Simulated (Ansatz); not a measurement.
```xyz
13

C    -1.611    2.049   -0.859
In   -0.700    0.387    0.094
N    -1.212   -0.984    1.467
O     1.094   -0.117   -0.643
Si    2.225   -1.230   -0.332
H    -1.603    1.879   -1.935
H    -1.028    2.945   -0.643
H    -2.634    2.191   -0.516
H    -0.465   -1.536    1.861
H    -1.893   -0.765    2.177
H     3.569   -0.600   -0.188
H     1.948   -1.973    0.940
H     2.309   -2.246   -1.422
```

Total charge 0; spin multiplicity 1. In takes the def2 core potential.

Problem. List the ωB97M-V/def2-TZVPP orbital energies in eV (the Gaussian-basis code of Ansatz). (Estimate.)

Solution. Computed: Occupied: -1806.61, -524.98, -394.03, -281.66, -147.59, -131.11, -101.72, -101.70, -101.70, -87.60, -87.32, -87.25, -28.94, -26.08, -24.18, -23.95, -23.92, -23.88, -23.46, -21.91, -16.94, -15.65, -14.58, -14.13, -14.05, -12.74, -12.49, -12.32, -10.92, -10.35, -10.24, -9.63. Lowest empty: 0.61, 0.87, 1.44, 1.63, 2.83, 3.07, 3.58, 3.91.
